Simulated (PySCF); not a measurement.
These 2 structures share the formula C7H13FOSi. Method: PySCF, PBE0-D3(BJ)/def2-SVP geometry optimisation, gas phase. Energies are electronic, without zero-point or thermal terms, for one conformer each. No frequencies were run at this level. Point groups hold within 0.08 Å.

Question: Rank from lowest to highest electronic energy at this level (kJ/mol).
A. `[F:1][C@@:2]1([CH:3]2[CH2:4][CH2:5][CH2:6]2)[CH2:7][O:8][SiH2:9][CH2:10]1` with F1–C2–C3–C4 -57°, C2–C3–C4–C5 140°, C3–C4–C5–C6 -18°, C4–C5–C6–C3 18°, F1–C2–C7–O8 161°
B. `[CH2:1]=[C:2]([CH3:3])[Si@@:4]1([O:5][CH3:6])[CH2:7][CH2:8][C@H:9]1[F:10]` with C1–C2–Si4–O5 -16°, C2–Si4–O5–C6 -67°, C2–Si4–C7–C8 90°, Si4–C7–C8–C9 24°, C7–C8–C9–F10 -149°, C2–Si4–C9–C8 -94°

Answer: A (0.0), B (58.6).

As drawn, the higher has a C=C bond outside aromatic rings, which the lower lacks.

```json
{"SMILES": "F[C@@]1(C2CCC2)CO[SiH2]C1", "E (Eh)": "-738.11570", "E rel (kJ/mol)": "0.0", "dipole (D)": "1.19", "point group": "C1", "A, B, C (MHz)": "2073, 774.8, 751.2"}
{"SMILES": "C=C(C)[Si@@]1(OC)CC[C@H]1F", "E (Eh)": "-738.09336", "E rel (kJ/mol)": "58.6", "dipole (D)": "0.78", "point group": "C1", "A, B, C (MHz)": "1257, 999.3, 794.8"}
```
